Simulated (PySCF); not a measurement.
Compound: [closo-1-(I)B7H6]2- (charge -2).
Bonds: B1–B2, B1–B3, B1–B6, B1–B7, B2–B3, B2–B5, B2–B6, B3–B4, B3–B5, B3–B7, B3–I10, B4–B5, B4–B6, B4–B7, B5–B6, B6–B7. Hydrogens: H8 on B1; H9 on B2; H11 on B4; H12 on B5; H13 on B6; H14 on B7.

A GFN2-xTB structure was refined with PBE0-D3(BJ)/def2-SVP geometry optimisation, gas phase, def2 core potentials past Kr in PySCF 2.14.0. Its GFN2-xTB values:

```json
{"coordinate": "B1–B2", "GFN2-xTB": "1.701 Å"}
{"coordinate": "B1–B3", "GFN2-xTB": "1.833 Å"}
{"coordinate": "B1–B6", "GFN2-xTB": "1.778 Å"}
{"coordinate": "B1–H8", "GFN2-xTB": "1.161 Å"}
{"coordinate": "B3–I10", "GFN2-xTB": "2.449 Å"}
{"coordinate": "B6–H13", "GFN2-xTB": "1.167 Å"}
{"coordinate": "B1–B3–B2", "GFN2-xTB": "56.3°"}
{"coordinate": "B1–B3–B4", "GFN2-xTB": "94.7°"}
{"coordinate": "B1–B3–I10", "GFN2-xTB": "130.7°"}
{"coordinate": "B1–B6–B2", "GFN2-xTB": "56.8°"}
{"coordinate": "B1–B6–B4", "GFN2-xTB": "99.9°"}
{"coordinate": "B2–B1–B3", "GFN2-xTB": "59.9°"}
{"coordinate": "B2–B1–B6", "GFN2-xTB": "62.2°"}
{"coordinate": "B2–B1–B7", "GFN2-xTB": "106.6°"}
{"coordinate": "B1–B2–B5–B3", "GFN2-xTB": "47°"}
{"coordinate": "B1–B3–B5–B2", "GFN2-xTB": "-41°"}
{"coordinate": "B3–B4–B6–B1", "GFN2-xTB": "31°"}
{"coordinate": "B3–B4–B7–B1", "GFN2-xTB": "-46°"}
```

Question: How do these coordinates change at the PBE0-D3(BJ)/def2-SVP level?

Answer: 
| coordinate | PBE0-D3(BJ)/def2-SVP (Å or °) | change |
| --- | --- | --- |
| B3–I10 | 2.326 | -0.123 |
| B6–H13 | 1.228 | +0.061 |
| B1–H8 | 1.222 | +0.061 |
| B1–B6 | 1.820 | +0.042 |
| B1–B3 | 1.792 | -0.041 |
| B1–B2 | 1.670 | -0.031 |
| B1–B6–B4 | 95.9 | -4.0 |
| B1–B3–B4 | 97.9 | +3.2 |
| B1–B3–I10 | 127.7 | -3.0 |
| B2–B1–B3 | 62.2 | +2.3 |
| B1–B6–B2 | 54.6 | -2.2 |
| B2–B1–B7 | 108.0 | +1.4 |
| B1–B3–B2 | 55.6 | -0.7 |
| B2–B1–B6 | 62.7 | +0.5 |
| B1–B2–B5–B3 | 44 | -3 |
| B3–B4–B6–B1 | 28 | -3 |
| B1–B3–B5–B2 | -38 | +3 |
| B3–B4–B7–B1 | -43 | +3 |

The energy falls by 12.2 kcal/mol over 9 energy and gradient evaluations, the largest force component goes from 0.0696 to 3.9e-04 Eh/bohr, and the atoms move by 0.067 Å rms after alignment. The bond that changes most is B3–I10 (ends: boron bonded to 5 B and I; iodine bonded to B), which shortens by 0.123 Å. Bonds longer at the end by more than 0.005 Å: 12 of 22; shorter: 9. Among the dihedrals that turn most is H8–B1–B2–H9, from 10° to 0°. Rotational constants go from 3459, 668.6, 666.5 to 3454, 717.4, 717.4 MHz.

The run used 154 basis functions and 62 SCF cycles in all. On one thread, Intel Xeon 6975P-C (x86_64), shared host with 192 logical CPUs at a one-minute load of 47, this took 83 s wall and 0.60 GiB of memory at its peak.

Not checked by PBE0-D3(BJ)/def2-SVP frequencies. Whether so highly charged an anion holds all its electrons in the gas phase wasn't checked; a finite basis holds them in any case. The ion is multiply charged and computed without counter-ions or solvent. The geometry's basis has no diffuse functions, a weakness for an anion.
